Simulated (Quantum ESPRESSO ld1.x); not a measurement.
Q: Coherent X-ray form factor from a spherical all-electron density. Method: scalar-relativistic Kohn-Sham, exchange-only LDA, spin-polarised, spherical densities, point nucleus; computed with ld1.x of Quantum ESPRESSO 7.5.

sin(theta)/lambda (1/angstrom),f0 (electrons)
0.05,12.646
0.1,11.758
0.15,10.690
0.2,9.709
0.25,8.903
0.3,8.247
0.4,7.172
0.5,6.197
0.6,5.274
0.8,3.734
1,2.701
1.25,1.972
1.5,1.602
2,1.262

The species is in the configuration that NIST lists as its ground one. Which atom or ion scatters so?

A: The silicon ion Si+, [Ne] 3s2 3p1. Extrapolating in s^2 from the first two rows gives f0(0) = 12.9, near the electron count 13; among species with that count, the fall with angle is slower the higher Z, and the table is that of Z = 14; from so few rows the species is fixed only to a neighbour or two.
